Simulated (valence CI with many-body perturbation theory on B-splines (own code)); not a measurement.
# Lu65+: electric-dipole lines

Computed by configuration interaction combined with many-body perturbation theory (CI+MBPT): four valence electrons over a frozen Dirac-Fock core [He], a basis of 11 s, 11 p, 9 d, 7 f, 5 g, 2 h, 1 i functions for each j, with the one-electron correlation potential Σ1, the two-electron term Σ2, the three-electron term Σ3, Breit, model QED; selected CI, second order for the rest (own B-spline code, finite nucleus).

The last digits are not significant, and no measured levels were compared; by estimate large intervals hold to a few tenths of a per cent, small ones and those within an open d or f shell to about a per cent. Among the levels kept, up to 290 cm⁻¹ of a level comes from second order outside the variational space, and about a tenth of that is noise between levels of different J, which matters for small intervals.

Lines 1 to 50 of 250 in falling wavelength, among levels below 92986 × 10³ cm⁻¹, chosen from the strongest by gf and those to the six lowest levels. Wavelengths and rates use the calculated energies. Electric multipoles are in the length gauge, E1 and E2 with the static RPA response of the core. Weak lines are less certain than strong ones. Lines between different terms over intervals too small for the method are left out, as are lines whose strength nearly cancels. The highest levels of a list are the least certain.

Levels are named by their leading jj configuration (3d3/2^4 stands for four electrons in 3d with j = 3/2), which in mixed levels can hold well under half, so a name can repeat and another be missing. Letters in brackets count levels of one name in rising energy.

| λ vac (nm) | Upper | Lower | A (s⁻¹) | log gf | Branch % |
| --- | --- | --- | --- | --- | --- |
| 7.602 | (2s 2p1/2 2p3/2 3d5/2) J=5 | (2s 2p1/2 2p3/2 3p3/2) J=4 | 4.30e+10 | -0.39 | 38.3 |
| 7.552 | (2s 2p1/2^2 3d5/2) J=3 | (2s 2p1/2^2 3p3/2) J=2 | 4.40e+10 | -0.58 | 0.0 |
| 7.507 | (2s 2p1/2 2p3/2 3d5/2) J=4 [a] | (2s 2p1/2 2p3/2 3p3/2) J=3 [a] | 3.91e+10 | -0.53 | 0.1 |
| 7.456 | (2s^2 2p3/2 3d5/2) J=4 | (2s^2 2p3/2 3p3/2) J=3 | 3.54e+10 | -0.58 | 15.4 |
| 7.450 | (2s^2 2p3/2 3d5/2) J=3 | (2s^2 2p3/2 3p3/2) J=2 | 3.06e+10 | -0.75 | 0.0 |
| 7.423 | (2s 2p1/2 2p3/2 3d5/2) J=4 [b] | (2s 2p1/2 2p3/2 3p3/2) J=3 [b] | 3.63e+10 | -0.57 | 0.0 |
| 7.362 | (2s 2p1/2 2p3/2 3d5/2) J=3 [a] | (2s 2p1/2 2p3/2 3p3/2) J=2 [a] | 3.47e+10 | -0.70 | 0.0 |
| 7.204 | (2s^2 2p1/2 3d5/2) J=3 | (2s^2 2p1/2 3p3/2) J=2 | 4.67e+10 | -0.60 | 0.0 |
| 7.030 | (2s 2p1/2^2 3d5/2) J=2 | (2s 2p1/2^2 3p3/2) J=1 | 4.85e+10 | -0.75 | 0.0 |
| 5.760 | (2s 2p1/2 2p3/2^2) J=2 [a] | (2s^2 2p3/2^2) J=2 | 2.12e+09 | -2.28 | 0.1 |
| 4.791 | (2s 2p1/2 2p3/2^2) J=3 | (2s^2 2p3/2^2) J=2 | 1.45e+10 | -1.46 | 0.8 |
| 4.692 | (2s 2p1/2^2 2p3/2) J=2 | (2s^2 2p1/2 2p3/2) J=2 | 1.25e+10 | -1.69 | 42.0 |
| 4.391 | (2s 2p1/2^2 2p3/2) J=2 | (2s^2 2p1/2 2p3/2) J=1 | 1.72e+10 | -1.60 | 58.0 |
| 3.659 | (2s 2p1/2 2p3/2^2) J=1 [a] | (2s^2 2p3/2^2) J=2 | 2.70e+10 | -1.79 | 0.2 |
| 3.564 | (2s 2p1/2^2 2p3/2) J=1 | (2s^2 2p1/2 2p3/2) J=2 | 4.94e+10 | -1.55 | 0.6 |
| 3.560 | (2s 2p1/2 2p3/2^2) J=2 [b] | (2s^2 2p3/2^2) J=2 | 2.35e+10 | -1.65 | 0.2 |
| 3.388 | (2s 2p1/2^2 2p3/2) J=1 | (2s^2 2p1/2 2p3/2) J=1 | 1.11e+10 | -2.24 | 0.1 |
| 3.092 | (2s 2p1/2 2p3/2 3d3/2) J=3 [b] | (2s 2p1/2 2p3/2 3p1/2) J=2 [b] | 2.38e+11 | -0.62 | 0.0 |
| 3.056 | (2s 2p1/2 2p3/2 3d3/2) J=2 [d] | (2s 2p1/2 2p3/2 3p1/2) J=1 [c] | 3.37e+11 | -0.63 | 0.0 |
| 3.026 | (2s 2p1/2 2p3/2 3d3/2) J=2 [b] | (2s 2p1/2 2p3/2 3p1/2) J=2 [b] | 3.84e+11 | -0.58 | 0.0 |
| 2.965 | (2s 2p1/2 2p3/2 3d3/2) J=2 [a] | (2s 2p1/2 2p3/2 3p1/2) J=2 [a] | 2.86e+11 | -0.72 | 0.1 |
| 2.961 | (2s 2p1/2 2p3/2 3d3/2) J=2 [c] | (2s 2p1/2 2p3/2 3p1/2) J=1 [b] | 2.41e+11 | -0.80 | 0.1 |
| 2.961 | (2s 2p1/2 2p3/2 3d3/2) J=1 [b] | (2s 2p1/2 2p3/2 3p1/2) J=2 [b] | 5.59e+11 | -0.66 | 0.0 |
| 2.960 | (2s^2 2p3/2 3d3/2) J=2 | (2s^2 2p3/2 3p1/2) J=2 | 2.71e+11 | -0.75 | 0.0 |
| 2.952 | (2s 2p1/2 2p3/2 3p3/2) J=1 [a] | (2s 2p1/2 2p3/2 3s) J=1 [a] | 6.65e+11 | -0.58 | 0.2 |
| 2.947 | (2s 2p1/2^2 3p3/2) J=1 | (2s 2p1/2^2 3s) J=0 | 5.67e+11 | -0.65 | 0.1 |
| 2.946 | (2s^2 2p3/2 3d3/2) J=2 | (2s^2 2p3/2 3p1/2) J=1 | 2.86e+11 | -0.73 | 0.0 |
| 2.938 | (2s 2p1/2^2 3d3/2) J=1 | (2s 2p1/2^2 3p1/2) J=0 | 3.88e+11 | -0.82 | 0.2 |
| 2.907 | (2s 2p1/2 2p3/2 3d3/2) J=3 [c] | (2s 2p1/2 2p3/2 3p1/2) J=2 [c] | 5.62e+11 | -0.30 | 0.4 |
| 2.904 | (2s^2 2p3/2 3p3/2) J=1 | (2s^2 2p3/2 3s) J=1 | 7.20e+11 | -0.56 | 5.2 |
| 2.904 | (2s^2 2p3/2 3d3/2) J=3 | (2s^2 2p3/2 3p1/2) J=2 | 5.85e+11 | -0.29 | 0.0 |
| 2.899 | (2s 2p1/2 2p3/2 3d3/2) J=3 [a] | (2s 2p1/2 2p3/2 3p1/2) J=2 [a] | 5.28e+11 | -0.33 | 0.1 |
| 2.898 | (2s 2p1/2 2p3/2 3p3/2) J=2 [b] | (2s 2p1/2 2p3/2 3s) J=2 [b] | 5.87e+11 | -0.43 | 0.2 |
| 2.893 | (2s^2 2p1/2 3d3/2) J=2 | (2s^2 2p1/2 3p1/2) J=1 | 5.83e+11 | -0.44 | 0.3 |
| 2.893 | (2s 2p1/2^2 3d3/2) J=2 | (2s 2p1/2^2 3p1/2) J=1 | 5.67e+11 | -0.45 | 0.2 |
| 2.891 | (2s 2p1/2 2p3/2 3d3/2) J=2 [a] | (2s 2p1/2 2p3/2 3p1/2) J=1 [a] | 2.94e+11 | -0.73 | 0.1 |
| 2.890 | (2s 2p1/2 2p3/2 3d3/2) J=4 | (2s 2p1/2 2p3/2 3p1/2) J=3 | 5.60e+11 | -0.20 | 3.5 |
| 2.884 | (2s 2p1/2 2p3/2 3p3/2) J=3 [c] | (2s 2p1/2 2p3/2 3s) J=2 [c] | 7.72e+11 | -0.17 | 0.4 |
| 2.878 | (2s 2p1/2 2p3/2 3p3/2) J=2 [c] | (2s 2p1/2 2p3/2 3s) J=1 [c] | 7.75e+11 | -0.32 | 0.3 |
| 2.874 | (2s 2p1/2 2p3/2 3d3/2) J=1 [a] | (2s 2p1/2 2p3/2 3p1/2) J=1 [a] | 5.15e+11 | -0.72 | 0.2 |
| 2.864 | (2s^2 2p3/2 3d3/2) J=1 | (2s^2 2p3/2 3p1/2) J=1 | 5.00e+11 | -0.73 | 0.0 |
| 2.852 | (2s^2 2p3/2 3p3/2) J=3 | (2s^2 2p3/2 3s) J=2 | 9.44e+11 | -0.09 | 10.3 |
| 2.849 | (2s 2p1/2 2p3/2 3p3/2) J=3 [a] | (2s 2p1/2 2p3/2 3s) J=2 [a] | 8.94e+11 | -0.12 | 0.7 |
| 2.849 | (2s 2p1/2 2p3/2 3p3/2) J=2 [a] | (2s 2p1/2 2p3/2 3s) J=1 [a] | 4.20e+11 | -0.59 | 0.1 |
| 2.835 | (2s 2p1/2 2p3/2 3d3/2) J=3 [b] | (2s 2p1/2 2p3/2 3p1/2) J=3 | 3.13e+11 | -0.58 | 0.0 |
| 2.828 | (2s 2p1/2 2p3/2 3p3/2) J=4 | (2s 2p1/2 2p3/2 3s) J=3 | 8.63e+11 | -0.03 | 29.3 |
| 2.828 | (2s 2p1/2 2p3/2 3p3/2) J=3 [b] | (2s 2p1/2 2p3/2 3s) J=2 [b] | 3.57e+11 | -0.52 | 0.1 |
| 2.798 | (2s 2p1/2 2p3/2 3p3/2) J=1 [b] | (2s 2p1/2 2p3/2 3s) J=2 [b] | 8.82e+11 | -0.51 | 0.2 |
| 2.782 | (2s 2p1/2 2p3/2 3p3/2) J=2 [d] | (2s 2p1/2 2p3/2 3s) J=2 [c] | 4.11e+11 | -0.62 | 0.2 |
| 2.780 | (2s^2 2p1/2 3p3/2) J=2 | (2s^2 2p1/2 3s) J=1 | 9.95e+11 | -0.24 | 23.8 |

Task: How does gf follow from A for the line at 3.388 nm?

Result: gf = 1.4992 × (2J+1)_upper × A / σ², with σ = 2951524 cm⁻¹ and 2J+1 = 3: gf = 0.00573.
